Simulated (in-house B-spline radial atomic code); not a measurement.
Configurations of Ca+, with energies counted from [Ar] 4s1. Level of theory: scalar-relativistic (X2C) BLYP, spin-polarised, spherical fractional occupations, Fermi nucleus of rms radius 3.4776 fm; calculated with an all-electron radial atomic-structure program (B-spline basis). Shells without spins written out take the highest spin.

Occupations are held fixed; configurations that lie above the ionisation limit could autoionise.

```json
{"configuration": "[Ar] 3d1", "E - E(ref) (eV)": "1.5162", "highest orbital": "3d up", "its <r> (bohr)": "2.365"}
{"configuration": "[Ar] 4d1", "E - E(ref) (eV)": "6.896", "highest orbital": "4d up", "its <r> (bohr)": "6.509"}
{"configuration": "[Ar] 5p(0 up, 1 down)", "E - E(ref) (eV)": "7.3322", "highest orbital": "5p down", "its <r> (bohr)": "8.449"}
{"configuration": "[Ne] 3s2 3p5 4s1 5d1", "E - E(ref) (eV)": "38.172", "highest orbital": "5d up", "its <r> (bohr)": "10.55"}
{"configuration": "[Ne] 3s1 3p6 4s2", "E - E(ref) (eV)": "47.452", "highest orbital": "4s down", "its <r> (bohr)": "3.279"}
{"configuration": "[Ne] 3s1 3p6 4s1 4p1", "E - E(ref) (eV)": "50.454", "highest orbital": "4p up", "its <r> (bohr)": "3.769"}
{"configuration": "[Ne] 3s(1 up, 0 down) 3p6 4s(1 up, 0 down) 5s(1 up, 0 down)", "E - E(ref) (eV)": "55.097", "highest orbital": "5s up", "its <r> (bohr)": "6.869"}
```

Task: Order these further configurations by energy, lowest first.
A. [He] 2s2 2p(2 up, 3 down) 3s2 3p6 3d(1 up, 0 down) 4s(1 up, 0 down)
B. [Ne] 3s1 3p6 4s1 5d1
C. [Ne] 3s1 3p6 4s1 4f1
D. [He] 2s2 2p(2 up, 3 down) 3s2 3p6 4s(0 up, 1 down) 5d(0 up, 1 down)
E. [He] 2s2 2p5 3s2 3p6 4s1 4f1

Result: C (57.606 eV), B (57.646 eV), A (347.64 eV), D (361.32 eV), E (361.36 eV).

Task: How far above the reference does [Ar] 4f1 lie?

Result: 8.6346 eV; its least bound orbital is 4f up with <r> = 8.696 bohr.

Task: How far above the reference does [Ar] 4p1 lie?

Result: 3.1501 eV; its least bound orbital is 4p up with <r> = 4.28 bohr.
